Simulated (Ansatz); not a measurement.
Geometry optimisation, Ansatz, DFT LDA, scalar-relativistic, plane waves, PAW.

Input:

```yaml
crystal:
  lattice:
    - [0.0, 5.43, 5.43]
    - [5.43, 0.0, 5.43]
    - [5.43, 5.43, 0.0]
  atoms:
    - { symbol: Si, position: [0.0, 0.0, 0.0] }
    - { symbol: Si, position: [0.125, 0.125, 0.125] }
    - { symbol: Si, position: [0.0, 0.0, 0.5] }
    - { symbol: Si, position: [0.125, 0.125, 0.625] }
    - { symbol: Si, position: [0.0, 0.5, 0.0] }
    - { symbol: Si, position: [0.125, 0.625, 0.125] }
    - { symbol: Si, position: [0.0, 0.5, 0.5] }
    - { symbol: Si, position: [0.125, 0.625, 0.625] }
    - { symbol: Si, position: [0.5, 0.0, 0.0] }
    - { symbol: Si, position: [0.625, 0.125, 0.125] }
    - { symbol: Si, position: [0.5, 0.0, 0.5] }
    - { symbol: Si, position: [0.625, 0.125, 0.625] }
    - { symbol: Si, position: [0.5, 0.5, 0.0] }
    - { symbol: Si, position: [0.625, 0.625, 0.125] }
    - { symbol: Si, position: [0.5, 0.5, 0.5] }
    - { symbol: Si, position: [0.625, 0.625, 0.625] }
    - { symbol: Cu, position: [0.2462196, 0.2690003, 0.241481] }
total_charge: 1
basis:
  ecutwfc: 420.0
kpoints:
  mp_grid: { grid: [2, 2, 2] }
hamiltonian:
  xc: lda
  pseudopotentials: { kind: paw, azcp: { folder: soft_1 } }
scf:
  occupations: { method: fermi_dirac, width: 0.02 }
  lower_state_search: "off"
relax:
  f_tol: 0.08
  max_steps: 25
  adjacent_minimum: "off"
```

Run as:

```bash
$ ansatz run input.yaml --threads 1 --pin off --max-ram 3072MiB --backend cpu --events-out ev --progress --plain --runs-dir out
```

Task: Where does it end, and by what steps?

Result: The forces met the threshold. The threshold is loose, so the end isn't yet a minimum. The force dipped under the threshold on the way, but the program's further checks kept it going. Limits of this set-up: coarse k mesh, PAW files made for another functional, charged cell in a uniform background, uncorrected. After 6 steps the energy has fallen by 0.137 eV; Si6 moved furthest, 0.26 Å. Parted: Si11–Cu17 (2.78 → 3.05 Å).

```csv
step,energy less start (eV),largest force component (eV/Å),accepted
0,0.0000,0.720,yes
1,-0.0818,0.288,yes
2,-0.1033,0.104,yes
3,-0.1099,0.256,yes
4,-0.1301,0.119,yes
5,-0.1348,0.062,yes
6,-0.1370,0.061,yes
```

```xyz
17
Lattice="0.0000 5.4300 5.4300 5.4300 0.0000 5.4300 5.4300 5.4300 0.0000" Properties=species:S:1:pos:R:3
Si 0.146 -0.173 0.109
Si 1.343 1.402 1.351
Si 2.652 2.773 -0.049
Si 4.008 4.076 1.376
Si 2.750 0.001 2.773
Si 4.223 1.207 4.224
Si 5.422 2.682 2.782
Si 6.706 4.158 4.070
Si -0.065 2.747 2.663
Si 1.393 4.050 3.975
Si 2.672 5.516 2.659
Si 4.009 6.852 4.037
Si 2.781 2.673 5.412
Si 4.037 4.138 6.742
Si 5.362 5.513 5.404
Si 6.730 6.857 6.734
Cu 2.901 2.477 2.834
```

Run time: 25 s on 1 thread of AMD EPYC 9B14 (Zen 4) (shared host), peak memory 0.59 GiB.
